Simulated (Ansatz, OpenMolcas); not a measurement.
# SiH4O4 (orthosilicic acid): the highest harmonic wavenumber at each level's own minimum, rung by rung

The runs start from one conformer, not always the lowest.

SiH4O4, singlet, SMILES `O[Si](O)(O)O`. Each level relaxes the structure for itself.

Each level gives the highest harmonic wavenumber at each level's own minimum (cm⁻¹). The values are calculated.

```tsv
level	kind	program	value (cm⁻¹)
HF/STO-3G	Hartree–Fock	Ansatz	4297
HF/3-21G	Hartree–Fock	OpenMolcas	4023
HF/6-31G* (Cartesian functions)	Hartree–Fock	Ansatz	4144
PBE/def2-SVP	GGA	Ansatz	3769
B3LYP/6-31G* (Cartesian functions)	global hybrid	Ansatz	3812
PBE0-D4/def2-TZVP	global hybrid	Ansatz	3931
MP2/6-31G* (Cartesian functions)	perturbation theory	Ansatz	3838
```

Harmonic and unscaled. The values span 3769 to 4297 cm⁻¹.
